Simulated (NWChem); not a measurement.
System meant: MoN$_{2}$H$_{2}$F$_{2}$; SMILES [NH]=[Mo](=[NH])([F])[F]

Here is an NWChem input.

```
start job
memory heap 200 mb stack 900 mb global 1100 mb
geometry units angstroms noautoz
  Mo     0.000000     0.000000     0.052278
  N      0.000000    -1.387132    -0.949868
  H      0.000000    -1.882431    -1.839649
  N      0.000000     1.387132    -0.949868
  H      0.000000     1.882431    -1.839649
  F     -1.573365     0.000000     1.036721
  F      1.573365     0.000000     1.036721
end
basis spherical
  Mo library def2-svp
  N library def2-svp
  H library def2-svp
  F library def2-svp
end
dft
  xc b3lyp
  iterations 150
  mulliken
end
task dft energy
```

End of the output:

```
             Northwest Computational Chemistry Package (NWChem) 7.3.0
             --------------------------------------------------------

 C2V symmetry detected

                             Geometry "geometry" -> ""
                             -------------------------

 Output coordinates in angstroms (scale by  1.889725989 to convert to a.u.)

  No.       Tag          Charge          X              Y              Z
 ---- ---------------- ---------- -------------- -------------- --------------
    1 Mo                  42.0000     0.00000000     0.00000000     0.00123584
    2 N                    7.0000     0.00000000    -1.38713200    -1.00091016
    3 H                    1.0000     0.00000000    -1.88243100    -1.89069116
    4 N                    7.0000     0.00000000     1.38713200    -1.00091016
    5 H                    1.0000     0.00000000     1.88243100    -1.89069116
    6 F                    9.0000    -1.57336500     0.00000000     0.98567884
    7 F                    9.0000     1.57336500     0.00000000     0.98567884

 Effective nuclear repulsion energy (a.u.)     497.8041910843

      Symmetry information
      --------------------

 Group name             C2v
 Group number             16
 Group order               4
 No. of unique centers     4

                                 NWChem DFT Module
                                 -----------------

 Summary of "ao basis" -> "ao basis" (spherical)
 ------------------------------------------------------------------------------
       Tag                 Description            Shells   Functions and Types
 ---------------- ------------------------------  ------  ---------------------
 Mo                         def2-svp                11       31   5s3p2d1f
 N                          def2-svp                 6       14   3s2p1d
 H                          def2-svp                 3        5   2s1p
 F                          def2-svp                 6       14   3s2p1d

      Symmetry analysis of basis
      --------------------------

        a1         38
        a2         12
        b1         22
        b2         25

            General Information
            -------------------
          SCF calculation type: DFT
          Wavefunction type:  closed shell.
          No. of atoms     :     7
          No. of electrons :    76
           Alpha electrons :    38
            Beta electrons :    38
          Charge           :     0
          Spin multiplicity:     1
          Use of symmetry is: on ; symmetry adaption is: on
          Maximum number of iterations: 150
          AO basis - number of functions:    97
                     number of shells:    41
          Convergence on energy requested:  1.00D-06
          Convergence on density requested:  1.00D-05
          Convergence on gradient requested:  5.00D-04

              XC Information
              --------------
                         B3LYP Method XC Potential
                     Hartree-Fock (Exact) Exchange  0.200
                        Slater Exchange Functional  0.800 local
                    Becke 1988 Exchange Functional  0.720 non-local
              Lee-Yang-Parr Correlation Functional  0.810
                  VWN I RPA Correlation Functional  0.190 local

             Grid Information
             ----------------
          Grid used for XC integration:  medium
          Radial quadrature: Mura-Knowles
          Angular quadrature: Lebedev.
          Tag              B.-S. Rad. Rad. Pts. Rad. Cut. Ang. Pts.
          ---              ---------- --------- --------- ---------
          Mo                  1.45      123           9.0       590
          N                   0.65       49          10.0       434
          H                   0.35       45          11.0       434
          F                   0.50       49          10.0       434
          Grid pruning is: on
          Number of quadrature shells:   266
          Spatial weights used:  Erf1

      Superposition of Atomic Density Guess
      -------------------------------------

 Sum of atomic energies:       -1092.39878114

      Non-variational initial energy
      ------------------------------

 Total energy =   -1099.801235
 1-e energy   =   -2461.956180
 2-e energy   =     864.350754
 HOMO         =      -1.709869
 LUMO         =      -1.647984

      Symmetry analysis of molecular orbitals - initial
      -------------------------------------------------

  Numbering of irreducible representations:

     1 a1          2 a2          3 b1          4 b2

  Orbital symmetries:

     1 a1          2 b1          3 a1          4 a1          5 b2
     6 a1          7 b1          8 b2          9 a1         10 b2
    11 a1         12 b1         13 a1         14 a2         15 a1
    16 a1         17 b2         18 b1         19 a1         20 b2
    21 a2         22 b1         23 b2         24 a1         25 b1
    26 a1         27 b1         28 a1         29 b2         30 a1
    31 a2         32 a1         33 b1         34 b2         35 b1
    36 a2         37 b2         38 a1         39 b2         40 a1
    41 b1         42 a1         43 a1         44 a2         45 b1
    46 b2         47 a1         48 a1

     ---------------------------------------------
      Total Density - Mulliken Population Analysis
     ---------------------------------------------

    Atom       Charge   Shell Charges
 -----------   ------   -------------------------------------------------------
    1 Mo  42    43.97   2.01  2.06  2.17 -0.12  0.03  6.10  7.49 -0.45 10.50 -0.16 14.33
    2 N    7     7.03   1.99  1.06  0.57  2.65  0.66  0.12
    3 H    1     0.23   0.19 -0.00  0.03
    4 N    7     7.03   1.99  1.06  0.57  2.65  0.66  0.12
    5 H    1     0.23   0.19 -0.00  0.03
    6 F    9     8.76   1.99  1.12  0.86  3.06  1.67  0.05
    7 F    9     8.76   1.99  1.12  0.86  3.06  1.67  0.05

   convergence    iter        energy       DeltaE   RMS-Dens  Diis-err
 ---------------- ----- ----------------- --------- --------- ---------
 d= 0,ls=0.0,diis     1  -1142.2166746345 -1.64D+03  3.03D-01  2.77D+01
 d= 0,ls=0.0,diis     2  -1144.0512681497 -1.83D+00  9.84D-02  8.39D+00
 d= 0,ls=0.0,diis     3  -1144.8252905366 -7.74D-01  3.05D-02  1.42D+00
 d= 0,ls=0.0,diis     4  -1144.8254663656 -1.76D-04  3.47D-02  1.06D+00
 d= 0,ls=0.0,diis     5  -1144.9329628846 -1.07D-01  8.52D-03  1.01D-01
  Resetting Diis
 d= 0,ls=0.0,diis     6  -1144.9447498922 -1.18D-02  9.17D-04  1.71D-03
 d= 0,ls=0.0,diis     7  -1144.9449243365 -1.74D-04  2.52D-04  3.65D-05
 d= 0,ls=0.0,diis     8  -1144.9449263845 -2.05D-06  1.25D-04  2.30D-05
 d= 0,ls=0.0,diis     9  -1144.9449280683 -1.68D-06  4.94D-05  8.62D-06
 d= 0,ls=0.0,diis    10  -1144.9449287931 -7.25D-07  1.91D-05  5.18D-07
 d= 0,ls=0.0,diis    11  -1144.9449288531 -6.00D-08  5.21D-06  8.08D-09

[...]
```

Task: Can this run be used? If not, why, and what is the fix?

Result: The run ends normally but its numbers are meaningless: the def2 basis of a heavy element holds valence functions alone and wants its effective core potential (without it all electrons must fit into that basis). This input runs:
```
start job
memory heap 200 mb stack 900 mb global 1100 mb
geometry units angstroms noautoz
  Mo     0.000000     0.000000     0.052278
  N      0.000000    -1.387132    -0.949868
  H      0.000000    -1.882431    -1.839649
  N      0.000000     1.387132    -0.949868
  H      0.000000     1.882431    -1.839649
  F     -1.573365     0.000000     1.036721
  F      1.573365     0.000000     1.036721
end
basis spherical
  * library def2-svp
end
ecp
  Mo library def2-ecp
end
dft
  xc b3lyp
  iterations 150
  mulliken
end
task dft energy
```
It converges to -378.49546 Ha (B3LYP/def2-SVP with def2 effective core potentials on Mo). The faulty run gave -1144.945 Ha, with all electrons squeezed into the valence basis.
